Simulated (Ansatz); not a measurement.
C₂H₁₀GeSi⁺, that is GeHMe2(SiH3) with one electron fewer. Total charge 1; doublet. Geometry r2SCAN-D4/def2-SVP, that of the neutral singlet; atoms count from 1.

```xyz
14

Ge   -0.335    0.352   -0.327
H    -1.070    1.535   -0.998
C     0.694   -0.610   -1.692
H     0.021   -0.998   -2.472
H     1.229   -1.459   -1.240
H     1.433    0.051   -2.169
C    -1.665   -0.857    0.459
H    -2.277   -0.337    1.211
H    -1.167   -1.710    0.945
H    -2.334   -1.246   -0.324
Si    1.121    1.188    1.366
H     2.133    2.133    0.798
H     1.859    0.053    2.008
H     0.358    1.905    2.436
```

Problem. Estimate the Mulliken populations from the PBE0/def2-TZVP orbitals of Ansatz.

Solution. 
| atom | charge (e) | spin (α − β) |
| --- | --- | --- |
| Ge1 | 0.22 | 0.23 |
| H2 | 0.13 | 0.02 |
| C3 | -0.45 | 0.07 |
| H4 | 0.21 | 0.03 |
| H5 | 0.18 | 0.00 |
| H6 | 0.19 | 0.00 |
| C7 | -0.45 | 0.08 |
| H8 | 0.19 | 0.00 |
| H9 | 0.18 | 0.00 |
| H10 | 0.21 | 0.03 |
| Si11 | 0.07 | 0.44 |
| H12 | 0.10 | 0.04 |
| H13 | 0.09 | 0.03 |
| H14 | 0.10 | 0.04 |
Mulliken values depend strongly on the basis.

Problem. Where does the spin sit?

Solution. Summed by element: Ge 0.23, H 0.17, C 0.15, Si 0.44, of 1 unpaired in all. Largest on single atoms: Si11 0.44, Ge1 0.23, C7 0.08.

Problem. And the Mayer bond orders between heavy atoms (over 0.3)?

Solution. Ge1–C3 0.97 (1.96 Å); Ge1–C7 0.97 (1.96 Å); Ge1–Si11 0.61 (2.38 Å).
